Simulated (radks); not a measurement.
Initial-state core-level shifts of neutral silver when its valence configuration changes from [Kr] 4d10 5s1. Calculated with a radial shooting solver on a logarithmic mesh with Libxc functionals: scalar-relativistic Kohn-Sham, PBE, spin-polarised, spherical densities, finite nucleus; open shells are filled with parallel spins first (spin-orbit coupling, left out, can overturn this in heavy ions); Fermi nuclear charge, rms radius 4.5454 fm. Shifts are changes of the shell-averaged eigenvalues in eV (positive: less bound); the change of the density at the nucleus, which sets a Mossbauer isomer shift, is in e/bohr^3, on a base of 1.494e+05.

\begin{tabular}{lrrrrr}
valence & 2s & 2p & 3d & 4s & density at nucleus \\ \hline
4d8 5s1 5p2 & -12.380 & -12.346 & -12.265 & -11.429 & +15.51 \\
4d9 5p2 & -7.652 & -7.638 & -7.638 & -7.380 & -14.52 \\
4d8 5s0.5 5p2.5 & -13.082 & -13.047 & -12.975 & -12.149 & +2.66 \\
4d8.5 5s0.5 5p2 & -9.951 & -9.927 & -9.893 & -9.370 & -0.52 \\
4d7 5s2 5p2 & -18.006 & -17.953 & -17.736 & -16.126 & +52.07 \\
4d10 5p1 & -1.891 & -1.893 & -1.912 & -1.981 & -17.20 \\
4d9 5s1 5p1 & -6.121 & -6.106 & -6.088 & -5.789 & +7.25 \\
4d9.5 5s1 5p0.5 & -3.075 & -3.069 & -3.065 & -2.945 & +3.54 \\
4d6 5s2 5p3 & -25.024 & -24.944 & -24.556 & -21.928 & +66.47 \\
\end{tabular}
